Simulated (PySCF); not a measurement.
## Calculated NMR parameters of C=N[SiH2]C(=O)OC(C)C

```yaml
Formula: C5H11NO2Si
SMILES: C=N[SiH2]C(=O)OC(C)C
InChI: InChI=1S/C5H11NO2Si/c1-4(2)8-5(7)9-6-3/h4H,3,9H2,1-2H3
Point_group_of_the_computed_structure: C1
Degrees_of_unsaturation: 2
Carbon_signals: 4
Proton_signals: 5
```

Mapped SMILES: `[CH2:1]=[N:2][SiH2:3][C:4](=[O:5])[O:6][CH:7]([CH3:8])[CH3:9]` (H(Xn): hydrogen on atom n). Ha(C1) is cis to Si3; Hb(C1) is trans to Si3.

[PySCF 2.14: shieldings: GIAO PBE0/pcSseg-1; structure optimised with GFN2-xTB; gas phase; averaged over atoms made equivalent by symmetry, fast rotation or ring inversion; non-relativistic Hamiltonian; a single conformation]

δ = σ(ref) − σ, references computed at the same level: ¹H, ¹³C, ²⁹Si against TMS; ¹⁵N against NH3; H2O for ¹⁷O.

| carbon | δC, type | δH (multiplicity) | HMBC from (2–3 bonds) | span of the C tensor (ppm) |
| --- | --- | --- | --- | --- |
| C1 | 176.7, CH2 | Ha(C1) 8.87 (m); Hb(C1) 8.80 (m) | H(Si3) | 211 |
| C4 | 186.0, C | – | H(C7), H(Si3) | 173 |
| C7 | 67.1, CH | 5.52 (sept) | H(C8)/H(C9) | 80 |
| C8/C9 | 24.1, CH3 | 1.30 (d) | H(C7), H(C8)/H(C9) | 42 |

Other nuclei:
```csv
atoms,nucleus,environment,δ (ppm),σ (ppm)
H(Si3),¹H,"hydrogen on a silicon bonded to C, N",5.29,26.43
Si3,²⁹Si,"silicon bonded to C, N, 2 H",-56.3,405.4
N2,¹⁵N,imine nitrogen,411.0,-143.3
O5,¹⁷O,ester carbonyl oxygen,486.5,-150.4
O6,¹⁷O,ester alkoxy oxygen,277.5,58.5
```

Carbon types of the structure: 1 × C, 1 × CH, 1 × CH2, 2 × CH3, leaving 2 H on heteroatoms. δC 186.0: carbonyl carbon. δC 176.7: C=N carbon. δC 67.1: sp3 CH bonded to O; the inductive effect lowers its shielding. δC 24.1: methyl carbon; aliphatic region, no heteroatom directly attached. δH 8.87, 8.80: hydrogen on a C=N carbon.

Shifts are as computed. Against solution values, carbons near 30 ppm lie about +3 ppm off and those near 130 ppm about +5 ppm. Of 1211 compounds with measured shifts, 218 miss one by over three times the rms of a fit or turn the order of signals round; such compounds aren't used in these exercises. Unscaled 17O shifts of doubly bonded oxygen tend to come out too high, by tens of ppm or more. Experimental scales use liquid or dissolved standards, which lie at an offset from isolated NH3 (liquid NH3: subtract about 20 ppm) and H2O (liquid H2O: subtract about 36 ppm). Unscaled 15N shifts of sp2 nitrogen come out 20 to 40 ppm too high even then. No couplings were computed; multiplicities are counted from neighbouring protons, with m where these are inequivalent, close in shift, in a saturated or five-membered ring or joined by F or P, and br s for small geminal =CH2 splittings.
